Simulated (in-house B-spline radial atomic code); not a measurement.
## Ionising Ga with different functionals

Computed with an all-electron radial atomic-structure program (B-spline basis): non-relativistic Hamiltonian, point nucleus, spin-polarised at highest spin, spherical fractional occupations for the functionals, the average over the highest-spin determinants for Hartree-Fock. The ionisation energy is the difference of two self-consistent energies, [Ar] 3d10 4s2 4p1 → [Ar] 3d10 4s2, without Breit or QED terms; ε is the level of the shell that loses the electron (its least bound occupied spin orbital). There is no spin-orbit coupling in this Hamiltonian.

Hybrids are left out here: with spherical fractional occupations of an open shell their exact exchange keeps a self-interaction that integer-occupation calculations don't have.

```json
{"method": "Hartree-Fock", "rung": "Hartree-Fock", "ΔSCF (eV)": "5.48", "-ε(4p) (eV)": "5.68"}
{"method": "LDA VWN5", "rung": "LDA", "ΔSCF (eV)": "?", "-ε(4p) (eV)": "?"}
{"method": "LDA PW92", "rung": "LDA", "ΔSCF (eV)": "6.06", "-ε(4p) (eV)": "2.99"}
{"method": "LDA exchange-only", "rung": "LDA", "ΔSCF (eV)": "5.21", "-ε(4p) (eV)": "2.32"}
{"method": "PBE", "rung": "GGA", "ΔSCF (eV)": "5.91", "-ε(4p) (eV)": "2.91"}
{"method": "PBEsol", "rung": "GGA", "ΔSCF (eV)": "5.91", "-ε(4p) (eV)": "2.91"}
{"method": "BLYP", "rung": "GGA", "ΔSCF (eV)": "5.82", "-ε(4p) (eV)": "2.73"}
{"method": "RPBE", "rung": "GGA", "ΔSCF (eV)": "5.85", "-ε(4p) (eV)": "2.88"}
{"method": "PW91", "rung": "GGA", "ΔSCF (eV)": "5.96", "-ε(4p) (eV)": "2.95"}
{"method": "BP86", "rung": "GGA", "ΔSCF (eV)": "6.04", "-ε(4p) (eV)": "3.02"}
{"method": "AM05", "rung": "GGA", "ΔSCF (eV)": "5.86", "-ε(4p) (eV)": "2.86"}
{"method": "OLYP", "rung": "GGA", "ΔSCF (eV)": "5.66", "-ε(4p) (eV)": "2.67"}
{"method": "TPSS", "rung": "meta-GGA", "ΔSCF (eV)": "5.84", "-ε(4p) (eV)": "2.88"}
{"method": "SCAN", "rung": "meta-GGA", "ΔSCF (eV)": "5.90", "-ε(4p) (eV)": "2.98"}
{"method": "r2SCAN", "rung": "meta-GGA", "ΔSCF (eV)": "5.89", "-ε(4p) (eV)": "3.00"}
{"method": "M06-L", "rung": "meta-GGA", "ΔSCF (eV)": "?", "-ε(4p) (eV)": "?"}
{"method": "revTPSS", "rung": "meta-GGA", "ΔSCF (eV)": "5.84", "-ε(4p) (eV)": "2.88"}
```

Task: What does LDA VWN5 give?

Result: ΔSCF 6.06 eV, and -ε(4p) = 3.00 eV.

Task: What does M06-L give?

Result: ΔSCF 5.60 eV, and -ε(4p) = 2.64 eV.

Task: How do they compare with the NIST value?

Result: NIST lists 5.999 eV (measured, ground level to ground level). Errors run from -0.79 to +0.06 eV; PW91 is closest (-0.04 eV), but part of that can be cancellation, since the calculations leave out relativity, Breit-QED terms, multiplet and fine-structure energies. Hartree-Fock also lacks correlation.
